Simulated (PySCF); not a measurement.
## Dipole moment and polarisability of `C[CH](C)[AlH][Br]`

Compound: C₃H₈AlBr.
Cartesian coordinates in Å at the PBE0-D3(BJ)/def2-SVP level; atoms count from 1:
```xyz
13
C3H8AlBr angstrom
C     -0.1739   -0.7059   -1.2781
C     -0.3314   -0.3359    0.2001
C     -0.9411    1.0601    0.3588
Al     1.3947   -0.4509    1.1324
Br     2.9577    1.0418    0.4449
H      0.1920   -1.7360   -1.4226
H      0.5318   -0.0305   -1.7906
H     -1.1379   -0.6281   -1.8120
H     -1.0041   -1.0726    0.6783
H     -0.2829    1.8369   -0.0653
H     -1.1265    1.3270    1.4125
H     -1.9092    1.1339   -0.1681
H      1.8242   -1.4407    2.2920
```

Level: B3LYP/def2-SVPD (PySCF), static field, nuclei fixed, core orbitals frozen in the response. The polarisability tensor in these axes (au):

```
x   94.89  3.89  4.86
y    3.89 83.26 -2.74
z    4.86 -2.74 82.78
```

**Question.** Diagonalise the tensor; give its mean and Δα, where Δα² is half the sum of the squared differences of the eigenvalues.

**Answer.** Principal values 77.98, 85.76 and 97.19 au; mean 86.98 au = 12.89 Å³ = 14.34 × 10⁻⁴⁰ C²·m²/J; Δα = 16.73 au (19 % of the mean).

**Question.** What is the dipole moment, and where does it point?

**Answer.** (-1.77, -0.95, 0.06) D, 2.01 D in size, pointing from the negative to the positive side. Measured along this direction, the outermost atoms are Br5 at the negative end and H9 at the positive end.

**Question.** Along which axes do the principal values lie, and how far do the nuclei extend along each?

**Answer.** Largest value along (0.94, 0.21, 0.28), where the nuclei span 4.81 Å; middle along (0.03, 0.76, -0.65), 3.97 Å; least along (-0.35, 0.62, 0.70), 4.35 Å. The strongest response lies along the longest span, while the other two are in reverse order.

**Question.** In TDDFT the mean static polarisability is Σ f/ω² over all singlet excitations (ω in hartree). How much of it do the 6 lowest give? Their energies (eV) and oscillator strengths: 4.63, 0.0008; 5.60, 0.0020; 6.02, 0.0334; 6.13, 0.0798; 6.40, 0.0046; 6.62, 0.0169.

**Answer.** They add up to 2.70 au, 3.1 % of the 86.98 au; the largest single term is 1.57 au, from the state at 6.13 eV. Terms in order: 0.03, 0.05, 0.68, 1.57, 0.08, 0.28 au. Higher excitations give the rest. The strengths listed sum to 0.137.

**Question.** Refractivity n − 1 of an ideal gas of it at 273.15 K and 1 atm, from the electronic α?

**Answer.** N = p/kT = 2.6868 × 10¹⁹ cm⁻³, so n − 1 = 2π × N × 12.89 × 10⁻²⁴ cm³ = 2176 × 10⁻⁶ at long wavelengths, for an ideal gas.

**Question.** Orientational against electronic polarisability at 298 K (dilute gas, rigid molecules)?

**Answer.** In Gaussian units μ²/3kT = 32.70 Å³ against 12.89 Å³, a ratio of 2.54; the Debye molar polarisation (4π/3)N_A(α + μ²/3kT) is 115.0 cm³/mol, leaving out the vibrational part.

One conformer (not necessarily the lowest) at the PBE0-D3(BJ)/def2-SVP geometry, without solvent, vibrations or thermal averaging. The calculation is non-relativistic, for bromine too.
